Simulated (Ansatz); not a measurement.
A made-up structure of BH4SeO (charge +1), singlet:

```
7
angstrom
B -1.2950 0.3007 -0.6858
Se 0.5201 -0.0180 -0.9991
O 1.1373 -0.2860 0.8637
H -1.8039 0.4840 -1.7558
H -1.8243 0.3154 0.3739
H 1.7784 0.3806 1.1654
H 1.4987 0.4988 -2.0265
```

It is relaxed with PBE-D4/def2-SVP and then PBE0-D4/def2-TZVP (Ansatz 0.2.0). Atoms count as bonded within 1.22 times the sum of their covalent radii (H–H: 0.88 Å). The end point is not checked to be a true minimum.

(1) Does its bonding change? (A judgement: the text doesn't fix the answer.)

Results:

(1) Computed: No: no bond forms or breaks.

Where it ends: The first stage lowers the energy by 1.29 eV in 12 steps. It ends as BH₄SeO ([BH2][SeH][OH]), total charge +1:
```
7
angstrom
B -1.1791 0.3416 -0.7249
Se 0.6392 -0.5129 -0.9337
O 1.4619 -0.3466 0.5902
H -1.7325 0.4849 -1.7635
H -1.5437 0.5917 0.3736
H 1.2026 0.4514 1.0763
H 1.1628 0.6654 -1.6822
```

Labels in which every atom is bracketed show which atoms are joined, not bond orders.

For scale, one of the runs: PBE0-D4/def2-TZVP relaxation, 134 basis functions, launched by `ansatz run in.yaml --threads 2 --pin off --events-out ev --progress --plain --max-ram 4352MiB`. Hardware: 2 CPU threads of an AMD EPYC 7R43, shared host. Wall time about 17 s.
